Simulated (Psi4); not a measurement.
Input for Psi4: SAPT0/jun-cc-pV(D+d)Z on ClH7Si2 (a complex), monomers drawn apart or pushed together.

```
memory 2025 MB

molecule dimer {
0 1
Cl   -0.08021070    0.57078754    0.20848289
H    -0.29665679    1.26334517    1.27030651
--
0 1
Si    0.41994904   -1.16515520    3.46991379
Si   -0.23123907    0.99082973    4.12623702
H     1.66974521   -1.10487595    2.67849970
H    -0.64782448   -1.80089483    2.66519765
H     0.65713876   -1.97830964    4.68775970
H    -1.48160262    0.94868388    4.92124640
H    -0.48769286    1.85585045    2.94144947
H     0.82992252    1.64437713    4.92880889
units angstrom
symmetry c1
no_reorient
no_com
}

set {
  basis jun-cc-pV(D+d)Z
  scf_type df
  freeze_core true
}

energy('sapt0')
```

It printed:

```
[...]
==> Input File <==

--------------------------------------------------------------------------
memory 2025 MB

molecule dimer {
0 1
Cl   -0.08021070    0.57078754    0.20848289
H    -0.29665679    1.26334517    1.27030651
--
0 1
Si    0.41994904   -1.16515520    3.46991379
Si   -0.23123907    0.99082973    4.12623702
H     1.66974521   -1.10487595    2.67849970
H    -0.64782448   -1.80089483    2.66519765
H     0.65713876   -1.97830964    4.68775970
H    -1.48160262    0.94868388    4.92124640
H    -0.48769286    1.85585045    2.94144947
H     0.82992252    1.64437713    4.92880889
units angstrom
symmetry c1
no_reorient
no_com
}

set {
  basis jun-cc-pV(D+d)Z
  scf_type df
  freeze_core true
}

energy('sapt0')
--------------------------------------------------------------------------


   => Loading Basis Set <=

    Name: JUN-CC-PV(D+D)Z
    Role: ORBITAL
    Keyword: BASIS
    atoms 1       entry CL         line   764 file jun-cc-pv_dpd_z.gbs
    atoms 2, 5-10 entry H          line    60 file jun-cc-pv_dpd_z.gbs
    atoms 3-4     entry SI         line   566 file jun-cc-pv_dpd_z.gbs

   => Loading Basis Set <=

    Name: JUN-CC-PV(D+D)Z
    Role: ORBITAL
    Keyword: BASIS
    atoms 1       entry CL         line   764 file jun-cc-pv_dpd_z.gbs
    atoms 2, 5-10 entry H          line    60 file jun-cc-pv_dpd_z.gbs
    atoms 3-4     entry SI         line   566 file jun-cc-pv_dpd_z.gbs


  //>>>>>>>>>>>>>>>>>>>>>>>>>>>>>>>>>>>//
  //              Dimer HF             //
  //<<<<<<<<<<<<<<<<<<<<<<<<<<<<<<<<<<<//

   => Libint2 <=

    Primary   basis highest AM E, G, H:  7, 6, 3
    Auxiliary basis highest AM E, G, H:  7, 7, 4
    Onebody   basis highest AM E, G, H:  -, -, -
    Solid Harmonics ordering:            Gaussian


   => Loading Basis Set <=

    Name: JUN-CC-PV(D+D)Z
    Role: ORBITAL
    Keyword: BASIS
    atoms 1       entry CL         line   764 file jun-cc-pv_dpd_z.gbs
    atoms 2, 5-10 entry H          line    60 file jun-cc-pv_dpd_z.gbs
    atoms 3-4     entry SI         line   566 file jun-cc-pv_dpd_z.gbs


         ---------------------------------------------------------
                                   SCF
               by Justin Turney, Rob Parrish, Andy Simmonett
                          and Daniel G. A. Smith
                              RHF Reference
                        1 Threads,   1931 MiB Core
         ---------------------------------------------------------

  ==> Geometry <==

    Molecular point group: c1
    Full point group: C1

    Geometry (in Angstrom), charge = 0, multiplicity = 1:

       Center              X                  Y                   Z               Mass
    ------------   -----------------  -----------------  -----------------  -----------------
         CL          -0.080210700000     0.570787540000     0.208482890000    34.968852682000
         H           -0.296656790000     1.263345170000     1.270306510000     1.007825032230
         SI           0.419949040000    -1.165155200000     3.469913790000    27.976926534650
         SI          -0.231239070000     0.990829730000     4.126237020000    27.976926534650
         H            1.669745210000    -1.104875950000     2.678499700000     1.007825032230
         H           -0.647824480000    -1.800894830000     2.665197650000     1.007825032230
         H            0.657138760000    -1.978309640000     4.687759700000     1.007825032230
         H           -1.481602620000     0.948683880000     4.921246400000     1.007825032230
         H           -0.487692860000     1.855850450000     2.941449470000     1.007825032230
         H            0.829922520000     1.644377130000     4.928808890000     1.007825032230

  Running in c1 symmetry.

  Rotational constants: A =      0.15718  B =      0.01839  C =      0.01666 [cm^-1]
  Rotational constants: A =   4712.20007  B =    551.18073  C =    499.43362 [MHz]
  Nuclear repulsion =  182.738748181883182

  Charge       = 0
  Multiplicity = 1
  Electrons    = 52
  Nalpha       = 26
  Nbeta        = 26

  ==> Algorithm <==

  SCF Algorithm Type is DF.
  DIIS enabled.
  MOM disabled.
  Fractional occupation disabled.
  Guess Type is SAD.
  Energy threshold   = 1.00e-08
  Density threshold  = 1.00e-08
  Integral threshold = 1.00e-12

  ==> Primary Basis <==

  Basis Set: JUN-CC-PV(D+D)Z
    Blend: JUN-CC-PV(D+D)Z
    Number of shells: 54
    Number of basis functions: 116
    Number of Cartesian functions: 122
    Spherical Harmonics?: true
    Max angular momentum: 2

   => Loading Basis Set <=

    Name: (JUN-CC-PV(D+D)Z AUX)
    Role: JKFIT
    Keyword: DF_BASIS_SCF
    atoms 1       entry CL         line   746 file jun-cc-pvdz-jkfit.gbs
    atoms 2, 5-10 entry H          line    70 file jun-cc-pvdz-jkfit.gbs
    atoms 3-4     entry SI         line   506 file jun-cc-pvdz-jkfit.gbs

  ==> Integral Setup <==

  DFHelper Memory: AOs need 0.055 GiB; user supplied 1.414 GiB.
  SCF_SUBTYPE=INCORE selected. In-core MEM_DF algorithm will be used.
  Using
[...]
112A     13.673625   113A     23.868647
     114A     23.910515   115A     24.335243   116A    156.680593

    Final Occupation by Irrep:
              A
    DOCC [    17 ]
    NA   [    17 ]
    NB   [    17 ]

  @DF-RHF Final Energy:  -581.35155989768748

   => Energetics <=

    Nuclear Repulsion Energy =             90.7087601074289154
    One-Electron Energy =                -986.1658795787227518
    Two-Electron Energy =                 314.1055595736062855
    Total Energy =                       -581.3515598976875935

Computation Completed


Properties will be evaluated at   0.000000,   0.000000,   0.000000 [a0]

Properties computed using the SCF density matrix


 Multipole Moments:

 ------------------------------------------------------------------------------------
     Multipole            Electronic (a.u.)      Nuclear  (a.u.)        Total (a.u.)
 ------------------------------------------------------------------------------------

 L = 1.  Multiply by 2.5417464519 to convert [e a0] to [Debye]
 Dipole X            :         -5.9949102            6.0124020            0.0174918
 Dipole Y            :          5.3761395           -5.4343337           -0.0581942
 Dipole Z            :       -244.1070869          244.0941721           -0.0129147
 Magnitude           :                                                    0.0621234

 ------------------------------------------------------------------------------------

  Constructing Basis Sets for SAPT...

   => Loading Basis Set <=

    Name: (JUN-CC-PV(D+D)Z AUX)
    Role: RIFIT
    Keyword: DF_BASIS_SAPT
    atoms 1       entry CL         line   544 file jun-cc-pvdz-ri.gbs
    atoms 2, 5-10 entry H          line    30 file jun-cc-pvdz-ri.gbs
    atoms 3-4     entry SI         line   376 file jun-cc-pvdz-ri.gbs

   => Loading Basis Set <=

    Name: (JUN-CC-PV(D+D)Z AUX)
    Role: JKFIT
    Keyword: DF_BASIS_ELST
    atoms 1       entry CL         line   746 file jun-cc-pvdz-jkfit.gbs
    atoms 2, 5-10 entry H          line    70 file jun-cc-pvdz-jkfit.gbs
    atoms 3-4     entry SI         line   506 file jun-cc-pvdz-jkfit.gbs


  //>>>>>>>>>>>>>>>>>>>>>>>>>>>>>>>>>>>//
  //               SAPT0               //
  //<<<<<<<<<<<<<<<<<<<<<<<<<<<<<<<<<<<//



        SAPT0
    Ed Hohenstein
     6 June 2009

      Orbital Information
  --------------------------
    NSO        =       116
    NMO        =       116
    NRI        =       353
    NRI (Elst) =       524
    NOCC A     =         9
    NOCC B     =        17
    FOCC A     =         5
    FOCC B     =        10
    NVIR A     =       107
    NVIR B     =        99

    Elst10,r            =    -0.004430738417 [Eh]
    Exch10              =     0.013093594060 [Eh]
    Exch10 (S^2)        =     0.012994242045 [Eh]

    Maxiter = 50
    CPHF R converge = 1.000000E-08

    Iter     Energy [mEh]          dE [mEh]         Residual      Time [s]
       1      -0.99925973       0.999259731     4.526521e-03             0
       2      -1.23310409       0.233844358     1.237042e-03             0
       3      -1.23997583       0.006871741     2.693724e-04             0
       4      -1.23565025      -0.004325579     6.111920e-05             0
       5      -1.23613273       0.000482477     2.515668e-05             0
       6      -1.23620880       0.000076068     5.845013e-06             0
       7      -1.23616136      -0.000047440     7.775664e-07             0
       8      -1.23616612       0.000004764     9.466394e-08             0
       9      -1.23616578      -0.000000339     1.704531e-08             0
      10      -1.23616577      -0.000000007     4.438212e-09             0

    CHF Iterations converged

    Maxiter = 50
    CPHF R converge = 1.000000E-08

    Iter     Energy [mEh]          dE [mEh]         Residual      Time [s]
       1      -3.28361376       3.283613757     9.207068e-03             0
       2      -4.24194887       0.958335111     2.016004e-03             0
       3      -4.23133795      -0.010610916     4.863442e-04             0
       4      -4.22200097      -0.009336981     7.734818e-05             0
       5      -4.22372691       0.001725934     1.475545e-05             0
       6      -4.22361844      -0.000108470     4.025933e-06             0
       7      -4.22359220      -0.000026238     9.954674e-07             0
       8      -4.22360160       0.000009401     2.607088e-07             0
       9      -4.22360152      -0.000000077     5.465079e-08             0
      10      -4.22360113      -0.000000388     8.056732e-09             0

    CHF Iterations converged

    Ind20,r (A<-B)      =    -0.001236165773 [Eh]
    Ind20,r (B<-A)      =    -0.004223601133 [Eh]
    Ind20,r             =    -0.005459766907 [Eh]
    Exch-Ind20,r (A<-B) =     0.001031911352 [Eh]
    Exch-Ind20,r (B<-A) =     0.002560688299 [Eh]
    Exch-Ind20,r        =     0.003592599652 [Eh]
    Disp20              =    -0.004876559463 [Eh]
    Disp20 (SS)         =    -0.002438279731 [Eh]
    Disp20 (OS)         =    -0.002438279731 [Eh]
    Exch-Disp20         =     0.000617996172 [Eh]
    Exch-Disp20 (SS)    =     0.000334661836 [Eh]
    Exch-Disp20 (OS)    =     0.000283334337 [Eh]

    SAPT Results
  --------------------------------------------------------------------------------------------------------
    Electrostatics                 -4.43073842 [mEh]      -2.78033033 [kcal/mol]     -11.63290211 [kJ/mol]
      Elst10,r                     -4.43073842 [mEh]      -2.78033033 [kcal/mol]     -11.63290211 [kJ/mol]

    Exchange                       13.09359406 [mEh]       8.21635432 [kcal/mol]      34.37722647 [kJ/mol]
      Exch10                       13.09359406 [mEh]       8.21635432 [kcal/mol]      34.37722647 [kJ/mol]
      Exch10(S^2)                  12.99424205 [mEh]       8.15400999 [kcal/mol]      34.11637779 [kJ/mol]

    Induction                      -3.80160423 [mEh]      -2.38554267 [kcal/mol]      -9.98111054 [kJ/mol]
      Ind20,r                      -5.45976691 [mEh]      -3.42605546 [kcal/mol]     -14.33461604 [kJ/mol]
      Exch-Ind20,r                  3.59259965 [mEh]       2.25439032 [kcal/mol]       9.43236909 [kJ/mol]
      delta HF,r (2)               -1.93443698 [mEh]      -1.21387753 [kcal/mol]      -5.07886359 [kJ/mol]

    Dispersion                     -4.25856329 [mEh]      -2.67228881 [kcal/mol]     -11.18085638 [kJ/mol]
      Disp20                       -4.87655946 [mEh]      -3.06008726 [kcal/mol]     -12.80340511 [kJ/mol]
      Exch-Disp20                   0.61799617 [mEh]       0.38779845 [kcal/mol]       1.62254873 [kJ/mol]
      Disp20 (SS)                  -2.43827973 [mEh]      -1.53004363 [kcal/mol]      -6.40170255 [kJ/mol]
      Disp20 (OS)                  -2.43827973 [mEh]      -1.53004363 [kcal/mol]      -6.40170255 [kJ/mol]
      Exch-Disp20 (SS)              0.33466184 [mEh]       0.21000347 [kcal/mol]       0.87865453 [kJ/mol]
      Exch-Disp20 (OS)              0.28333434 [mEh]       0.17779498 [kcal/mol]       0.74389420 [kJ/mol]

  Total HF                          4.86125141 [mEh]       3.05048131 [kcal/mol]      12.76321382 [kJ/mol]
  Total SAPT0                       0.60268812 [mEh]       0.37819250 [kcal/mol]       1.58235744 [kJ/mol]

  Special recipe for scaled SAPT0 (see Manual):
    Electrostatics sSAPT0          -4.43073842 [mEh]      -2.78033033 [kcal/mol]     -11.63290211 [kJ/mol]
    Exchange sSAPT0                13.09359406 [mEh]       8.21635432 [kcal/mol]      34.37722647 [kJ/mol]
    Induction sSAPT0               -3.71856714 [mEh]      -2.33343611 [kcal/mol]      -9.76309669 [kJ/mol]
    Dispersion sSAPT0              -4.24427932 [mEh]      -2.66332548 [kcal/mol]     -11.14335381 [kJ/mol]
  Total sSAPT0                      0.70000918 [mEh]       0.43926239 [kcal/mol]       1.83787386 [kJ/mol]
  --------------------------------------------------------------------------------------------------------



*** Psi4 exiting successfully. Buy a developer a beer!
```

The run finished.

Cost: around 14 core-seconds (rough).
